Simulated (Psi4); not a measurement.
CH2F2, charge +1, doublet, geometry from GFN2-xTB (a state made from the parent by changing its charge; the spin is typed, not shown lowest); Psi4 with MP2/6-31G.

Psi4 was given this input:
```
memory 2 GB

molecule {
1 2
  F    -1.07551627   -0.28900724   -0.02479725
  C    -0.00385664    0.44566374    0.05107919
  F     1.08034257   -0.26870898   -0.03912469
  H    -0.00338754    1.07247148    1.00968852
  H    -0.01690937    1.27299208   -0.74086619
}

set basis 6-31g
set reference uhf

energy('mp2')
print_variables()
```

The log (banner, timings and long lists left out):

```
    SCF Algorithm Type (re)set to DF.

   => Loading Basis Set <=

    Name: 6-31G
    Role: ORBITAL
    Keyword: BASIS

         ---------------------------------------------------------
                                   SCF
               by Justin Turney, Rob Parrish, Andy Simmonett
                          and Daniel G. A. Smith
                              UHF Reference
         ---------------------------------------------------------

  ==> Geometry <==

    Molecular point group: c1
    Full point group: C1

    Geometry (in Angstrom), charge = 1, multiplicity = 2:

       Center              X                  Y                   Z               Mass
    ------------   -----------------  -----------------  -----------------  -----------------
         F           -1.075996089277    -0.233560217687    -0.018442260126    18.998403162730
         C           -0.004336459277     0.501110762313     0.057434179874    12.000000000000
         F            1.079862750723    -0.213261957687    -0.032769700126    18.998403162730
         H           -0.003867359277     1.127918502313     1.016043509874     1.007825032230
         H           -0.017389189277     1.328439102313    -0.734511200126     1.007825032230

  Running in c1 symmetry.

  Rotational constants: A =      1.75237  B =      0.36871  C =      0.32288 [cm^-1]
  Rotational constants: A =  52534.68780  B =  11053.75340  C =   9679.56729 [MHz]
  Nuclear repulsion =   79.075792070984605

  Charge       = 1
  Multiplicity = 2
  Electrons    = 25
  Nalpha       = 13
  Nbeta        = 12

  ==> Algorithm <==

  SCF Algorithm Type is DF.
  DIIS enabled.
  MOM disabled.
  Fractional occupation disabled.
  Guess Type is SAD.
  Energy threshold   = 1.00e-08
  Density threshold  = 1.00e-08
  Integral threshold = 1.00e-12

  ==> Primary Basis <==

  Basis Set: 6-31G
    Blend: 6-31G
    Number of shells: 19
    Number of basis functions: 31
    Number of Cartesian functions: 31
    Spherical Harmonics?: false
    Max angular momentum: 1

   => Loading Basis Set <=

    Name: (6-31G AUX)
    Role: JKFIT
    Keyword: DF_BASIS_SCF

  ==> Integral Setup <==

  SCF_SUBTYPE=INCORE selected. In-core MEM_DF algorithm will be used.
  Using in-core AOs.

  ==> MemDFJK: Density-Fitted J/K Matrices <==

    J tasked:                   Yes
    K tasked:                   Yes
    wK tasked:                   No
    Algorithm:                 Core
    Schwarz Cutoff:           1E-12
[...]
  @DF-UHF Final Energy:  -237.32886492140719
    Total Energy =                       -237.3288649214071881
[...]
 Magnitude           :                                                    2.0094362

 ------------------------------------------------------------------------------------

  //>>>>>>>>>>>>>>>>>>>>>>>>>>>>>>>>>>>//
  //               DFMP2               //
  //<<<<<<<<<<<<<<<<<<<<<<<<<<<<<<<<<<<//

   => Loading Basis Set <=

    Name: (6-31G AUX)
    Role: RIFIT
    Keyword: DF_BASIS_MP2

	 --------------------------------------------------------
	                          DF-MP2
	      2nd-Order Density-Fitted Moller-Plesset Theory

	        Rob Parrish, Justin Turney, Andy Simmonett,
	           Ed Hohenstein, and C. David Sherrill
	 --------------------------------------------------------

	 --------------------------------------------------------
	                 NBF =    31, NAUX =   196
	 --------------------------------------------------------
	   CLASS    FOCC     OCC    AOCC    AVIR     VIR    FVIR
	   ALPHA       0      13      13      18      18       0
	    BETA       0      12      12      19      19       0
	 --------------------------------------------------------

	-----------------------------------------------------------
	 ==================> DF-MP2 Energies <====================
	-----------------------------------------------------------
	 Reference Energy          =    -237.3288649214071881 [Eh]
	 Singles Energy            =      -0.0000000000000000 [Eh]
	 Same-Spin Energy          =      -0.0955760396120991 [Eh]
	 Opposite-Spin Energy      =      -0.2562863456585369 [Eh]
	 Correlation Energy        =      -0.3518623852706360 [Eh]
	 Total Energy              =    -237.6807273066778237 [Eh]
	-----------------------------------------------------------
	 ================> DF-SCS-MP2 Energies <==================
	-----------------------------------------------------------
	 SCS Same-Spin Scale       =       0.3333333333333333 [-]
	 SCS Opposite-Spin Scale   =       1.2000000000000000 [-]
	 SCS Same-Spin Energy      =      -0.0318586798706997 [Eh]
	 SCS Opposite-Spin Energy  =      -0.3075436147902442 [Eh]
	 SCS Correlation Energy    =      -0.3394022946609439 [Eh]
	 SCS Total Energy          =    -237.6682672160681307 [Eh]
	-----------------------------------------------------------

  Variable Map:
  ----------------------------------------------------------------------------
[...]
  Array Variable Map:
  ----------------------------------------------------------------------------
[...]
[...]
```
